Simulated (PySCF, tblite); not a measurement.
Parent: `[CH3:1][c:2]1[cH:3][c:4]([CH:5]([CH3:6])[CH3:7])[cH:8][cH:9][p:10]1` with C3–C4–C5–C6 -117°, C9H13P.

Structures optimised with GFN2-xTB, isolated species. One conformer each, not checked by frequencies here.

| coordinate of the parent | value |
| --- | --- |
| C1–C2 | 1.503 Å |
| C2–C3 | 1.383 Å |
| C3–C4 | 1.389 Å |
| C4–C5 | 1.511 Å |
| C5–C6 | 1.530 Å |
| C5–C7 | 1.530 Å |
| C4–C8 | 1.391 Å |
| C8–C9 | 1.376 Å |
| C9–P10 | 1.733 Å |
| C2–P10 | 1.744 Å |
| C1–C2–C3 | 118.7° |
| C1–C2–P10 | 117.5° |
| C3–C2–P10 | 123.8° |
| C2–C3–C4 | 125.6° |
| C3–C4–C5 | 119.3° |
| C3–C4–C8 | 120.7° |
| C5–C4–C8 | 120.0° |
| C4–C5–C6 | 110.7° |
| C4–C5–C7 | 111.2° |
| C6–C5–C7 | 110.8° |
| C4–C8–C9 | 123.9° |
| C8–C9–P10 | 126.0° |
| C2–P10–C9 | 100.0° |

Task: How does the shared frame change in `[CH3:1][S:2][c:3]1[cH:4][cH:5][p:6][c:7]([CH3:8])[cH:9]1` with C1–S2–C3–C4 0°, C7H9PS? Atoms pair as C1 = C8, C2 = C7, C3 = C9, C4 = C3, C8 = C4, C9 = C5, P10 = P6 (parent first).

Result: 
| parent | relative | value in the relative | change |
| --- | --- | --- | --- |
| C1–C2 | C8–C7 | 1.502 Å | -0.001 |
| C2–C3 | C7–C9 | 1.377 Å | -0.006 |
| C3–C4 | C9–C3 | 1.394 Å | +0.005 |
| C4–C8 | C3–C4 | 1.388 Å | -0.003 |
| C8–C9 | C4–C5 | 1.378 Å | +0.002 |
| C9–P10 | C5–P6 | 1.732 Å | -0.001 |
| C2–P10 | C7–P6 | 1.750 Å | +0.006 |
| C1–C2–C3 | C8–C7–C9 | 118.9° | +0.2 |
| C1–C2–P10 | C8–C7–P6 | 117.4° | -0.1 |
| C3–C2–P10 | C9–C7–P6 | 123.8° | 0.0 |
| C2–C3–C4 | C7–C9–C3 | 124.9° | -0.7 |
| C3–C4–C8 | C9–C3–C4 | 122.2° | +1.5 |
| C4–C8–C9 | C3–C4–C5 | 122.5° | -1.4 |
| C8–C9–P10 | C4–C5–P6 | 126.6° | +0.6 |
| C2–P10–C9 | C7–P6–C5 | 100.0° | 0.0 |

Of the parent's bonds, C2–C3, C3–C4 and C2–P10 change most and about equally (-0.006 to +0.006 Å). Bonds of the relative outside the shared frame: C1–S2 1.815, S2–C3 1.768 Å.

Task: How does the shared frame change in `[CH3:1][c:2]1[cH:3][c:4]([C:5]#[N:6])[cH:7][cH:8][p:9]1`, C7H6NP? Atoms pair as C1 = C1, C2 = C2, C3 = C3, C4 = C4, C5 = C5, C8 = C7, C9 = C8, P10 = P9 (parent first).

Result: 
```tsv
parent	relative	value in the relative	change
C1–C2	C1–C2	1.502 Å	-0.001
C2–C3	C2–C3	1.379 Å	-0.004
C3–C4	C3–C4	1.396 Å	+0.007
C4–C5	C4–C5	1.413 Å	-0.098
C4–C8	C4–C7	1.397 Å	+0.006
C8–C9	C7–C8	1.374 Å	-0.002
C9–P10	C8–P9	1.737 Å	+0.004
C2–P10	C2–P9	1.750 Å	+0.006
C1–C2–C3	C1–C2–C3	118.9°	+0.2
C1–C2–P10	C1–C2–P9	117.4°	-0.1
C3–C2–P10	C3–C2–P9	123.8°	0.0
C2–C3–C4	C2–C3–C4	124.2°	-1.4
C3–C4–C5	C3–C4–C5	118.3°	-1.0
C3–C4–C8	C3–C4–C7	122.9°	+2.2
C5–C4–C8	C5–C4–C7	118.8°	-1.2
C4–C8–C9	C4–C7–C8	122.6°	-1.3
C8–C9–P10	C7–C8–P9	125.9°	-0.1
C2–P10–C9	C2–P9–C8	100.7°	+0.7
```

Of the parent's bonds, C4–C5 changes most (-0.098 Å). Bonds of the relative outside the shared frame: C5≡N6 1.147 Å.

The numbers are calculated, not measured.
